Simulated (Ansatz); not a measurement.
Reaction R1 → P1 + P2, each structure at its B3LYP-D3(BJ)/def2-TZVP stationary point, reached from a drawn start (curvature not checked).
P1, H6N3Si (SMILES N[Si](N)N) (charge 0, multiplicity 2):
```json
[
 {"atom": "N", "x (Å)": "-1.0861", "y (Å)": "1.1232", "z (Å)": "-0.4099"},
 {"atom": "Si", "x (Å)": "-0.3837", "y (Å)": "-0.4089", "z (Å)": "-0.0111"},
 {"atom": "N", "x (Å)": "0.8904", "y (Å)": "-0.7120", "z (Å)": "-1.1444"},
 {"atom": "N", "x (Å)": "0.3345", "y (Å)": "-0.2633", "z (Å)": "1.5582"},
 {"atom": "H", "x (Å)": "-0.8054", "y (Å)": "1.5626", "z (Å)": "-1.2744"},
 {"atom": "H", "x (Å)": "-2.0502", "y (Å)": "1.3206", "z (Å)": "-0.1918"},
 {"atom": "H", "x (Å)": "0.7133", "y (Å)": "-1.2245", "z (Å)": "-1.9940"},
 {"atom": "H", "x (Å)": "1.8119", "y (Å)": "-0.9066", "z (Å)": "-0.7807"},
 {"atom": "H", "x (Å)": "0.4257", "y (Å)": "-1.0669", "z (Å)": "2.1598"},
 {"atom": "H", "x (Å)": "0.1497", "y (Å)": "0.5759", "z (Å)": "2.0881"}
]
```
R1: H7N3Si (SMILES N[SiH](N)N), charge 0, multiplicity 1.
P2: H atom, charge 0, multiplicity 2.

P less R. No zero-point or thermal terms; singlets are restricted closed shells; open shells are unrestricted.

Frozen-core correlation throughout.

Programs: Ansatz (a program for electronic structure). All values are computed, each at the level named.

Total energies in hartree:

```
structure  PBE/def2-TZVPP  r2SCAN/def2-TZVPP  CCSD(T)/cc-pV(T+d)Z
---------  --------------  -----------------  -------------------
P1            -457.142981        -457.379400          -456.725435
R1            -457.790099        -458.031209          -457.385526
P2              -0.499616          -0.499927            -0.499810
```

Question: Work out the reaction energy at each level in kcal/mol (1 hartree = 627.50947 kcal/mol), and say how far PBE/def2-TZVPP lies from CCSD(T)/cc-pV(T+d)Z.

Answer: 
- PBE/def2-TZVPP: (-457.142981) + (-0.499616) − (-457.790099) = 0.147502 hartree = 92.56 kcal/mol
- r2SCAN/def2-TZVPP: (-457.379400) + (-0.499927) − (-458.031209) = 0.151882 hartree = 95.31 kcal/mol
- CCSD(T)/cc-pV(T+d)Z: (-456.725435) + (-0.499810) − (-457.385526) = 0.160281 hartree = 100.58 kcal/mol
PBE/def2-TZVPP less CCSD(T)/cc-pV(T+d)Z: -8.02 kcal/mol. CCSD(T)/cc-pV(T+d)Z is the level counted from, the highest shown, and no exact or measured value.
